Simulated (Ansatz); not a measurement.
Process, species as SMILES: Br[Si](Br)(Br)Br + 4 [H][H] (H2) -> 4 Br (HBr) + [SiH4] (SiH4)
Structures are relaxed separately at B3LYP-D3(BJ)/def2-TZVP in Ansatz (a quantum-chemistry and plane-wave program).

Quantity: energy of full hydrogenation (electronic energy difference), in kJ/mol. Cores are frozen in the correlated levels unless marked. Spin-orbit coupling is left out. The frozen core is the preceding noble-gas configuration, with the filled d and f shells of earlier blocks. Non-relativistic. Basis-set limits of correlation are two-point, X^-3; Hartree-Fock from the larger set.

```tsv
level	program	energy of full hydrogenation (kJ/mol)
LC-wPBE-D3(BJ)/def2-TZVPD	Ansatz + dftd3	…
wB97X/def2-TZVPD	Ansatz	…
B2GP-PLYP-D4/def2-TZVPD	Ansatz + dftd4	277.8
SCS-MP2/6-31G	Ansatz	167.1
CCSD(T)/CBS(def2-TZVPPD,def2-QZVPPD)	Ansatz	277.4
```

### Question
Fill in the missing entries.

### Answer

- LC-wPBE-D3(BJ)/def2-TZVPD, energy of full hydrogenation (kJ/mol): 267.8
- wB97X/def2-TZVPD, energy of full hydrogenation (kJ/mol): 236.1
